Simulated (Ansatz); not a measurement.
Wavefunction ladder for C$_{2}$H$_{7}$ClSi$_{2}$ (`C[Si]1(Cl)C[SiH2]1`)

```xyz
12

C    -1.047    0.671    1.181
Si    0.233    0.559   -0.148
Cl    1.096    2.391   -0.482
C     1.327   -0.875   -0.326
Si    0.167   -1.258   -1.877
H    -1.471   -0.317    1.368
H    -1.848    1.352    0.889
H    -0.593    1.047    2.101
H     1.265   -1.616    0.468
H     2.356   -0.663   -0.606
H    -1.006   -1.661   -0.980
H    -0.479    0.369   -1.587
```

Total charge 0; spin multiplicity 1. The geometry is a stationary point of PBE0-D4/def2-TZVP. Frozen core, restricted reference, Ansatz. CBS rows extrapolate triple and quadruple zeta; past MP2 they add the triple-zeta difference.

```tsv
basis	HF (Eh)	MP2 corr.	CCSD corr.	(T)	CCSD(T) total
def2-TZVPP	?	-0.78234	-0.84643	?	?
def2-QZVPP	-1117.28243	?	–	–	–
CBS(def2)	-1117.28711	-0.88537	?	as TZ	?
```

Question: Fill in the withheld values. (An estimate is asked.)

Answer: The calculation gave: def2-TZVPP HF (Eh): -1117.24849; def2-TZVPP (T): -0.03733; def2-TZVPP CCSD(T) total: -1118.13225; def2-QZVPP MP2 corr.: -0.84153; CBS(def2) CCSD corr.: -0.94947; CBS(def2) CCSD(T) total: -1118.27391.
